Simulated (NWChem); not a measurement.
System: SiH$_{3}$O$_{2}$F; SMILES O[SiH](O)F

The following NWChem deck was run.

```
start job
memory heap 200 mb stack 900 mb global 1100 mb
geometry units angstroms noautosym nocenter noautoz
  Si     0.030335    -0.029841     0.355570
  O      0.490520    -1.498111    -0.202029
  O     -1.494660     0.281387    -0.183855
  F      0.984581     1.150083    -0.216177
  H      0.183007    -0.039932     1.820921
  H      0.249531    -1.720086    -1.106667
  H     -1.774898     1.199562    -0.235083
end
basis spherical
  * library def2-svp
end
dft
  xc pbe0
  iterations 150
end
cosmo
  do_cosmo_smd true
  solvent water
end
task dft energy
```

Excerpt of the output:

```
             Northwest Computational Chemistry Package (NWChem) 7.3.0
             --------------------------------------------------------

                             Geometry "geometry" -> ""
                             -------------------------

 Output coordinates in angstroms (scale by  1.889725989 to convert to a.u.)

  No.       Tag          Charge          X              Y              Z
 ---- ---------------- ---------- -------------- -------------- --------------
    1 Si                  14.0000     0.03033500    -0.02984100     0.35557000
    2 O                    8.0000     0.49052000    -1.49811100    -0.20202900
    3 O                    8.0000    -1.49466000     0.28138700    -0.18385500
    4 F                    9.0000     0.98458100     1.15008300    -0.21617700
    5 H                    1.0000     0.18300700    -0.03993200     1.82092100
    6 H                    1.0000     0.24953100    -1.72008600    -1.10666700
    7 H                    1.0000    -1.77489800     1.19956200    -0.23508300

 Effective nuclear repulsion energy (a.u.)     186.7129772139

                                 NWChem DFT Module
                                 -----------------

 Summary of "ao basis" -> "ao basis" (spherical)
 ------------------------------------------------------------------------------
       Tag                 Description            Shells   Functions and Types
 ---------------- ------------------------------  ------  ---------------------
 Si                         def2-svp                 8       18   4s3p1d
 O                          def2-svp                 6       14   3s2p1d
 F                          def2-svp                 6       14   3s2p1d
 H                          def2-svp                 3        5   2s1p

 in cosmo_initialize ...
 calling solv_data for solv:h2o

 solvent parameters
 solvname_short: h2o
 solvname_long:  water
 dielec:       78.4000
 dielecinf:     1.7769
 aqueous SMD model solvent descriptors
 dielec:       78.4000
 sola:          0.8200

          ---------------
          -cosmo- solvent
          ---------------
 Cosmo: York-Karplus, doi: 10.1021/jp992097l
 dielectric constant -eps-     =  78.40
 screen = (eps-1)/(eps    )    =   0.98724
 surface charge correction     = lagrangian

   van der Waals surface
 --------------------------

 ---------- ATOMIC COORDINATES (A.U.) ------------ VDWR(ANG.) --
     1    0.05732484   -0.05639131    0.67192987     2.470
     2    0.92694839   -2.83101929   -0.38177945     1.520
     3   -2.82449785    0.53174433   -0.34743557     1.520
     4    1.86058830    2.17334173   -0.40851530     1.730
     5    0.34583308   -0.07546054    3.44104174     1.200
     6    0.47154522   -3.25049122   -2.09129739     1.200
     7   -3.35407088    2.26684349   -0.44424245     1.200
 number of segments per atom =        128
 number of   points per atom =        128
 atom (   nspa,  nppa )
 ----------------------
    1 (     81,     0 )       0
    2 (     44,     0 )       0
    3 (     42,     0 )       0
    4 (     67,     0 )       0
    5 (     33,     0 )       0
    6 (     61,     0 )       0
    7 (     63,     0 )       0
 number of -cosmo- surface points =      391
 molecular surface =     94.124 angstrom**2
 molecular volume  =     77.924 angstrom**3
 -lineq- algorithm             =   0
 -bem- low  level              =   3
 -bem- from -octahedral-
 gaussian surface charge width =   4.50000
 degree of switching           =   1.00000
 switching function tolerance  =   0.00010
 atomic radii =
 --------------
    1 14.000  2.470
    2  8.000  1.520
    3  8.000  1.520
    4  9.000  1.730
    5  1.000  1.200
    6  1.000  1.200
    7  1.000  1.200
 ...... end of -cosmo- initialization ......

 nat:                     7
 ixmem:                  2814
 calling mnsol_interface()
 G(SMD-CDS) energy (kcal/mol)  =     2.646
 SMD-CDS SASA (angstrom**2)    =   116.780

[...]

                                COSMO-SMD solvation results
                                ---------------------------

             internal energy in gas <Psi(g)|H|Psi(g)> =      -541.073987916801
         internal energy in solvent <Psi(s)|H|Psi(s)> =      -541.072225786543
                               delta internal energy  =         0.001762130257 (    1.11 kcal/mol)
   total free energy in solvent <Psi(s)|H+V/2|Psi(s)> =      -541.090676723760
 polarization energy contribution <Psi(s)|V/2|Psi(s)> =        -0.018450937217 (  -11.58 kcal/mol)
    total free energy in solvent including G(SMD-CDS) =      -541.086459635407
                       G(SMD-CDS) energy contribution =         0.004217088353 (    2.65 kcal/mol)
     1 M fixed-concentration free energy of solvation =        -0.012471718606 (   -7.83 kcal/mol)

                       DFT Final Molecular Orbital Analysis
                       ------------------------------------

 Vector   19  Occ=2.000000D+00  E=-3.765103D-01
              MO Center= -5.1D-01, -7.6D-02,  1.2D-01, r^2= 2.8D+00
   Bfn.  Coefficient  Atom+Function         Bfn.  Coefficient  Atom+Function
  ----- ------------  ---------------      ----- ------------  ---------------
    36      0.399068  3 O  px                39      0.283052  3 O  px
    22      0.273316  2 O  px                25      0.191010  2 O  px
    61     -0.189652  5 H  s                 50     -0.174167  4 F  px
    52     -0.171600  4 F  pz                37      0.169698  3 O  py
    10     -0.130454  1 Si pz                40      0.128929  3 O  py

 Vector   20  Occ=2.000000D+00  E=-3.570881D-01
              MO Center=  2.2D-01, -1.0D+00, -1.5D-01, r^2= 1.9D+00
   Bfn.  Coefficient  Atom+Function         Bfn.  Coefficient  Atom+Function
  ----- ------------  ---------------      ----- ------------  ---------------
    22      0.440407  2 O  px                25      0.339446  2 O  px
    23      0.250239  2 O  py                24     -0.211910  2 O  pz
    26      0.190744  2 O  py                27     -0.155610  2 O  pz
    51     -0.155254  4 F  py                36     -0.150749  3 O  px
    37     -0.134961  3 O  py                39     -0.119431  3 O  px

 Vector   21  Occ=2.000000D+00  E=-3.446098D-01
              MO Center= -8.9D-01,  1.2D-01,  2.2D-01, r^2= 2.2D+00
   Bfn.  Coefficient  Atom+Function         Bfn.  Coefficient  Atom+Function
  ----- ------------  ---------------      ----- ------------  ---------------
    38      0.512961  3 O  pz                41      0.389969  3 O  pz
    61     -0.234839  5 H  s                 62     -0.208922  5 H  s
    22     -0.112299  2 O  px                23      0.110230  2 O  py
    10     -0.103864  1 Si pz                36     -0.102775  3 O  px
    16     -0.084046  1 Si d  0              25     -0.083790  2 O  px

 Vector   22  Occ=0.000000D+00  E= 6.255009D-02
              MO Center= -5.1D-01, -1.8D-01, -3.3D-01, r^2= 5.2D+00
   Bfn.  Coefficient  Atom+Function         Bfn.  Coefficient  Atom+Function
  ----- ------------  ---------------      ----- ------------  ---------------
     4      1.090916  1 Si s                 35     -0.648582  3 O  s
    21     -0.634607  2 O  s                 62     -0.585231  5 H  s
    72      0.573691  7 H  s                 67      0.558201  6 H  s
    49     -0.189771  4 F  s                 34     -0.184375  3 O  s
    20     -0.164328  2 O  s                  2      0.155627  1 Si s

 Vector   23  Occ=0.000000D+00  E= 7.849279D-02
              MO Center= -1.0D-01, -2.0D-02,  1.5D-01, r^2= 4.7D+00
   Bfn.  Coefficient  Atom+Function         Bfn.  Coefficient  Atom+Function
  ----- ------------  ---------------      ----- ------------  ---------------
    11      0.723821  1 Si px                21     -0.665890  2 O  s
    35      0.587819  3 O  s                 12     -0.537253  1 Si py
    67      0.488782  6 H  s                 72     -0.364323  7 H  s
     8      0.182642  1 Si px                40      0.169603  3 O  py
    66      0.162634  6 H  s                 20     -0.136278  2 O  s

 Vector   24  Occ=0.000000D+00  E= 9.121728D-02
              MO Center=  8.3D-02,  7.9D-02,  5.9D-01, r^2= 3.2D+00
   Bfn.  Coefficient  Atom+Function         Bfn.  Coefficient  Atom+Function
  ----- ------------  ---------------      ----- ------------  ---------------
    12      0.915837  1 Si py                11      0.649815  1 Si px
    49     -0.541790  4 F  s                  4      0.372952  1 Si s
    62     -0.231367  5 H  s                 21      0.223077  2 O  s
    35      0.213437  3 O  s                  9      0.208126  1 Si py
    25     -0.207970  2 O  px                 8      0.169701  1 Si px

     Multipole analysis of the density
     ---------------------------------

     L   x y z        total         alpha         beta         nuclear
     -   - - -        -----         -----         ----         -------
     0   0 0 0     -0.000000    -21.000000    -21.000000     42.000000

     1   1 0 0     -0.596522     -0.213638     -0.213638     -0.169246
     1   0 1 0      0.334266      0.508488      0.508488     -0.682711
     1   0 0 1     -0.345039     -0.573600     -0.573600      0.802162

     2   2 0 0    -22.999792    -68.244908    -68.244908    113.490024
     2   1 1 0     -2.748046      1.537462      1.537462     -5.822969
     2   1 0 1     -0.024039     -0.218010     -0.218010      0.411982
     2   0 2 0    -20.794097    -72.719345    -72.719345    124.644593
     2   0 1 1      2.365665     -0.906474     -0.906474      4.178613
     2   0 0 2    -19.633801    -23.000000    -23.000000     26.366200
```

Level: PBE0/def2-SVP, SMD on the gas-phase geometry. Coordinates come from a PBE0/def2-SVP optimisation. Solvent: water.
